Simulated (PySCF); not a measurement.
# ClGeN: breathing scan

Level of theory: PBE0 in PySCF with Ge def2-TZVP, N def2-TZVP, Cl def2-TZVP; no relativity; density-fitted integrals.

Rigid scan from the singlet minimum (Ge–Cl 2.103 Å, Ge–N 1.637 Å; Cl–Ge–N 180.0°). Coordinate: all bonds to the central atom scaled together. Energies in kJ/mol from the minimum.

| scale of all bonds to the centre | E (kJ/mol) | dipole size (D) |
| --- | --- | --- |
| 0.88 | 206.7 | 4.59 |
| 0.92 | 79.9 | 4.28 |
| 0.96 | 17.5 | 3.93 |
| 1.00 | 0.0 | 3.55 |
| 1.04 | 13.4 | 3.15 |
| 1.08 | 47.4 | 2.73 |
| 1.14 | 121.3 | 2.09 |
| 1.22 | 238.3 | 1.23 |
| 1.35 | 428.7 | 0.06 |

At long bonds a restricted determinant can lie too high, and another spin state can fall below this curve.

Other isomers or separated fragments may lie lower.
